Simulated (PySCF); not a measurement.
One of the candidates below gave these computed data.

All candidates are C6H15N.

- Dipole: 1.11 D [PBE0/def2-SVPD]
- Rotational structure: rotational constants A, B, C: 4.207, 1.446, 1.418 GHz [GFN2-xTB]
- 1H NMR: chemical shifts (computed TMS as zero) by class: 1.76 (2 H), 1.14 (2 H), 1.10 (6 H), 0.99 (3 H), 0.41 (2 H) ppm [GIAO PBE0/pcSseg-1]
- UV, first state: lowest singlet excitation: 6.14 eV (202 nm, f = 0.032) [TDDFT PBE0/def2-SVPD]
- Triplet: lowest triplet excitation (Tamm–Dancoff): 5.91 eV [TDA PBE0/def2-SVPD]
- NMR, other nuclei: isotropic shieldings of nuclei other than C and H, by class: 197 (1 N) ppm [GIAO PBE0/pcSseg-1]
- Polarisability: 83.6 au [PBE0/def2-SVPD]
- 13C NMR: chemical shifts (computed TMS as zero) by class: 50.7 (1 C), 50.3 (1 C), 34.3 (2 C), 20.9 (1 C), 17.4 (1 C) ppm [GIAO PBE0/pcSseg-1]

Gas-phase values; electronic properties from PySCF, density fitting. Levels stand in brackets. The structure is a single GFN2-xTB conformer in the gas phase; no vibrational or solvent corrections. Each NMR value is the plain mean over a class of atoms that symmetry, rotation or inversion makes alike.

Task: Which candidate is it?
A. `CN(C)C(C)(C)C`
B. `CCCC(C)(C)N`
C. `CCCCN(C)C`

Result: B. It is `CCCC(C)(C)N`. Numbering: `[CH3:1][CH2:2][CH2:3][C:4]([CH3:5])([CH3:6])[NH2:7]`. Its formula, C6H15N, gives 0 degrees of unsaturation, so no ring and no π bond. 6 carbons fall into 5 classes; from least to most shielded: sp3 carbon bound to nitrogen [C4] (50.7 ppm), chain CH2 carbon [C3] (50.3 ppm), methyl carbon [C5/C6] (34.3 ppm, 2 C, up to 10.7 ppm apart in this geometry), chain CH2 carbon [C2] (20.9 ppm), methyl carbon [C1] (17.4 ppm). Hydrogen classes from least to most shielded: 2 H on a chain CH2 carbon, C2 (1.76 ppm, a mean of values up to 1.0 ppm apart in this geometry), 2 H on a chain CH2 carbon, C3 (1.14 ppm), 6 H on 2 methyl carbons, C5/C6 (1.10 ppm, a mean of values up to 0.6 ppm apart in this geometry), 3 H on a methyl carbon, C1 (0.99 ppm, a mean of values up to 0.5 ppm apart in this geometry), 2 H on a primary amine nitrogen, N7 (0.41 ppm). The other shieldings belong to: 197 ppm, primary amine nitrogen [N7]. The optimised geometry has point group C1 and is an asymmetric top.

The others, at the same levels:
- `CN(C)C(C)(C)C` fails: it has 3 carbon classes against 5; its computed 13C shifts are 54.2 (1 C), 40.3 (2 C), 27.7 (3 C) ppm, 1H shifts are 2.31 (6 H), 1.10 (9 H) ppm and rotational constant A is 3.141 GHz (against 4.207 GHz).
- `CCCCN(C)C` fails: its computed 13C shifts are 63.9 (1 C), 47.5 (2 C), 36.7 (1 C), 25.7 (1 C), 17.4 (1 C) ppm, 1H shifts are 2.20 (6 H), 2.07 (2 H), 1.42 (2 H), 1.24 (2 H), 1.08 (3 H) ppm and lowest singlet excitation is 5.85 eV (212 nm, f = 0.024) (against 6.14 eV).

Each candidate is one conformer, not necessarily the lowest. The conformers computed, where there is a choice (atom-mapped SMILES and torsion angles):
- `[CH3:1][CH2:2][CH2:3][C:4]([CH3:5])([CH3:6])[NH2:7]`: C1–C2–C3–C4 171°, C2–C3–C4–C5 61°, H–N7–C4–C3 -62°, H–N7–C4–C3 179°
- `[CH3:1][N:2]([CH3:3])[C:4]([CH3:5])([CH3:6])[CH3:7]`: C1–N2–C4–C5 -65°
- `[CH3:1][CH2:2][CH2:3][CH2:4][N:5]([CH3:6])[CH3:7]`: C1–C2–C3–C4 -178°, C2–C3–C4–N5 -168°, C3–C4–N5–C6 165°
